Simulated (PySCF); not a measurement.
## Gas-phase XPS of B(vinyl)3, computed

Compound: B(vinyl)3, C6H9B.
Cartesian coordinates in Å at the PBE0-D3(BJ)/def2-SVP level; atoms count from 1:
```
atom  x, y, z in Å
B1    -0.322    0.120    0.001
C2     1.226    0.278   -0.123
C3     2.109   -0.459    0.571
H4     1.641    1.081   -0.747
H5     1.781   -1.254    1.248
H6     3.190   -0.283    0.517
C7    -1.269    1.345   -0.207
C8    -0.853    2.584   -0.520
H9    -2.352    1.200   -0.095
H10    0.209    2.818   -0.647
H11   -1.547    3.420   -0.662
C12   -0.971   -1.259    0.334
C13   -0.451   -2.446   -0.022
H14   -1.967   -1.274    0.801
H15    0.514   -2.510   -0.536
H16   -0.972   -3.394    0.155
```

Computed with PySCF, delta-SCF UKS SCAN, pcX-2 on the ionised atom, pcseg-1 elsewhere, spin-free X2C. Vertical ΔSCF values, vacuum level as zero.

Question: List the computed XPS lines with their assignment.

Answer: 
```
  atom(s)                  environment  level  binding energy (eV)  above the level's lowest (eV)  count
C3/C8/C13   carbon bonded to C and 2 H   C 1s               290.18                          +0.35      3
C2/C7/C12  carbon bonded to B, C and H   C 1s               289.83                           0.00      3
       B1          boron bonded to 3 C   B 1s               194.75                           0.00      1
```

The listed C 1s values span 0.35 eV, from C2/C7/C12 (bonded to C, H and B) to C3/C8/C13 (bonded to C and 2 H).

Question: Give the binding energy of C 1s of C2/C7/C12 in hartree and in kJ/mol.

Answer: 289.83 eV = 10.6511 Eh = 27964 kJ/mol.

Question: Which photon energy gives electrons from C 1s of C2/C7/C12 a kinetic energy of 20 eV, and what is their de Broglie wavelength?

Answer: hν = 289.83 + 20 = 309.83 eV, recoil neglected; λ = 12.264 Å/√(E/eV) = 2.74 Å.

One atom of each set of topologically equivalent atoms was ionised and stands for the set; in this conformer not all members are related by symmetry, and their own values weren't computed. Isolated species at its PBE0-D3(BJ)/def2-SVP geometry (one conformer only).
